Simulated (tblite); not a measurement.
Species: C4H9FS2Si.
Z-matrix (Å and degrees, GFN2-xTB geometry), rows numbered from 1:
```
C 
C   1  1.5182
F   2  1.3865  1  108.33
C   2  1.5189  1  113.61  3  -120.67
Si  4  1.9083  2  113.23  1   169.83
S   5  2.1488  4  107.74  2    56.43
C   6  1.8231  5   98.07  4   -47.63
S   7  1.8097  6  115.60  5    63.59
H   1  1.0860  2  109.72  3  -177.20
H   1  1.0877  2  109.76  3   -57.46
H   1  1.0883  2  109.74  3    62.36
H   4  1.0901  2  107.93  1   -67.04
H   4  1.0917  2  107.99  1    48.84
H   5  1.4586  4  109.82  2   -61.62
H   5  1.4514  4  110.21  2   169.86
H   7  1.0872  6  109.61  5   -59.67
H   7  1.0869  6  106.74  5  -179.24
```

Method: GFN2-xTB as coded in tblite; computed harmonic values from a numerical Hessian at the method's own geometry, unscaled. Against measured fundamentals such values can be off by several per cent, at times by over 20. Modes of hydrogen on silicon can be 10 to 20 % off. One conformer, not necessarily the lowest.

Harmonic wavenumbers (cm⁻¹): 75.2, 115.0, 175.7, 193.0, 205.0, 232.6, 287.7, 318.9, 352.1, 380.8, 446.8, 492.1, 520.3, 566.6, 596.1, 651.0, 675.8, 705.3, 737.7, 758.9, 797.3, 815.1, 848.3, 956.0, 1044.5, 1079.4, 1098.5, 1166.1, 1174.2, 1183.3, 1258.8, 1391.5, 1394.8, 1443.0, 1463.5, 1474.9, 2308.6, 2374.3, 2969.2, 2994.6, 2996.4, 3027.9, 3028.4, 3042.5, 3057.7.

A = 1847, B = 1069, C = 815.3 MHz; mass 167.990 u (most abundant isotopes); point group C1, symmetry number 1.

Question: What is the zero-point energy?

Answer: ½Σν̃ = 26438 cm⁻¹ = 316.26 kJ/mol.

Question: What is S at 200 K and 1 bar for an ideal gas of classical rigid rotors and harmonic oscillators?

Answer: Translation 164.46, rotation 119.20, vibration 66.00: S = 349.7 J/(mol K).

Question: And Cp and H(200 K) − H(0)?

Answer: Cp = 123.52 J/(mol K), of which vibrations give 90.26 (their classical limit is 45 R = 374.2); H(200 K) − H(0) = 14.71 kJ/mol without the zero-point energy, 8.05 from vibrations.

Question: Blend soft modes into free rotors: weight 1/[1 + (100 cm⁻¹/ν̃)⁴] for the oscillator and the rest for a rotor with moment μB/(μ + B), μ = h/(8π²ν), B = 10⁻⁴⁴ kg m². What vibrational entropy results?

Answer: 64.73 J/(mol K) in place of 66.00, which changes −T·S at 200 K by +0.25 kJ/mol.

Question: What must be added to the electronic energy to get the Gibbs energy at 200 K and 1 bar?

Answer: ZPE + [H(200 K) − H(0)] − T·S = 316.26 + 14.71 − 69.93 = 261.04 kJ/mol.

Hindered rotation and anharmonicity are outside this model. Other conformers, if any are populated, would add a mixing term that is left out. The structure is chiral; the term R ln 2 for an equal mix with its mirror image is left out.
